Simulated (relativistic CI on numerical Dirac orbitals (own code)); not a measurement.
**Charge states of erbium**

Method of calculation: Dirac-Coulomb-Breit CI, KLI orbitals optimised for each configuration, QED by a radiative potential, valence Slater integrals scaled by 0.9 (own radial code, finite nucleus).

Each species is treated in one configuration, given outside its closed core. Radial values are for the open shell of highest l, unscaled and averaged over j; ζ includes the Breit term. Labels give the leading LS character, summed over repeated terms.

```
  Ion      Configuration  Its lowest level  LS weight (%)        Next level  E (cm⁻¹)    g_J  g√(J(J+1))  ⟨r⟩ (bohr)  ⟨r²⟩ (bohr²)
   Er           4f12 6s2              3H_6             99              3F_4    5439.2  1.165        7.55      0.8236        0.9457
  Er+            4f12 6s           4H_13/2             99           2H_11/2    646.86  1.229        8.58       0.819        0.9218
 Er2+               4f12              3H_6             99              3F_4    5497.9  1.165        7.55      0.8115        0.8874
 Er3+               4f11          4I°_15/2             97          4I°_13/2    6424.3  1.195        9.55      0.7624        0.7534
 Er4+               4f10              5I_8             93              5I_7    6009.5  1.240       10.52      0.7252        0.6649
 Er5+  4d10 4f10 5s2 5p5          6K°_19/2             95          6K°_17/2    6485.5  1.257       12.55      0.7153         0.641
 Er9+   4d10 4f10 5s2 5p          6H°_15/2             53  J = 17/2 (mixed)    4355.3  1.269       10.13      0.6806         0.565
Er10+      4d10 4f10 5s2              5I_8             94              5I_7    6039.3  1.241       10.53      0.6725        0.5488
Er11+       4d10 4f9 5s2          6H°_15/2             93          6H°_13/2      5041  1.322       10.56      0.6512        0.5104
Er12+       4d10 4f8 5s2              7F_6             94              7F_5    3624.7  1.488        9.65       0.632        0.4774
Er13+       4d10 4f7 5s2           8S°_7/2             95           6P°_7/2     48014  1.986        7.88      0.6146        0.4486
Er14+        4d10 4f7 5s             9S°_4             96             7S°_3     33112  1.989        8.90       0.608        0.4375
Er15+           4d10 4f7           8S°_7/2             95           6P°_7/2     49476  1.986        7.88       0.601        0.4256
Er16+           4d10 4f6              7F_0             83              7F_1    1410.8               0.00      0.5863        0.4033
Er17+           4d10 4f5           6H°_5/2             89           6H°_7/2    3637.5  0.320        0.95      0.5727        0.3832
Er18+           4d10 4f4              5I_4             92              5I_5    5987.4  0.615        2.75      0.5601        0.3651
Er19+           4d10 4f3           4I°_9/2             90          4I°_11/2    9194.8  0.744        3.70      0.5483        0.3487
Er20+           4d10 4f2              3H_4             91              3H_5     12481  0.816        3.65      0.5371        0.3337
Er21+            4d10 4f           2F°_5/2            100           2F°_7/2     15068  0.855        2.53      0.5266        0.3199
Er22+               4d10              1S_0            100                                           0.00                          
Er23+                4d9                 ?              ?                 ?         ?      ?           ?           ?             ?
Er24+                4d8              3F_4             91     J = 2 (mixed)     22991  1.226        5.48       0.511        0.2986
Er25+                4d7            4F_9/2             69   J = 3/2 (mixed)     32052  1.254        6.24      0.5061        0.2928
Er26+                4d6     J = 4 (mixed)             48     J = 2 (mixed)     19404  1.320        5.90      0.5012        0.2871
```

(1) Fill in the row of Er23+.

With one configuration, terms of near-neutral atoms and ions can be 10 to 25 % off, and close levels can change places.

## Answers

(1) Its lowest level 2D_5/2; LS weight (%) 100; Next level 2D_3/2; E (cm⁻¹) 79859; g_J 1.198; g√(J(J+1)) 3.54; ⟨r⟩ (bohr) 0.5161; ⟨r²⟩ (bohr²) 0.3047.
